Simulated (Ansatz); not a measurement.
C4H7B, relaxed with RKS PBE0-D4/def2-TZVP in the Gaussian-basis code of Ansatz from a PBE-D4/def2-SVP geometry. The force threshold is 0.005 eV/Å; the program also tests the step.

Total charge 0; spin multiplicity 1. The bonds changed during the relaxation, so this is another structure than the one it started from.

Start:

```xyz
12

B     0.460   -0.907   -0.552
C     1.577   -0.916    0.746
C     0.613    0.113    0.850
C    -0.379    0.503    0.157
C    -1.533    1.336   -0.189
H    -0.300   -1.861   -0.489
H     0.990   -0.543   -1.590
H     2.611   -0.624    0.495
H     1.496   -1.764    1.447
H    -1.705    2.125    0.570
H    -1.381    1.821   -1.175
H    -2.449    0.716   -0.269
```

```csv
step,energy (eV),largest force (eV/Å),largest move (Å)
1,-4931.7865,1.355,0.000
2,-4931.8473,0.350,0.030
3,-4931.8530,0.189,0.010
4,-4931.8543,0.150,0.004
5,-4931.8567,0.066,0.013
6,-4931.8575,0.082,0.024
7,-4931.8585,0.071,0.010
8,-4931.8586,0.068,0.007
9,-4931.8588,0.007,0.002
10,-4931.8588,0.003,0.001
```

End:

```xyz
12

B     0.483   -0.930   -0.553
C     1.565   -0.920    0.727
C     0.603    0.104    0.832
C    -0.374    0.527    0.196
C    -1.524    1.330   -0.185
H    -0.301   -1.835   -0.501
H     0.963   -0.537   -1.579
H     2.581   -0.615    0.501
H     1.486   -1.739    1.435
H    -1.708    2.118    0.548
H    -1.358    1.791   -1.161
H    -2.416    0.705   -0.260
```

Run time 31 s (4 threads of an Arm Neoverse V1 on a shared host); peak host memory 0.45 GiB.
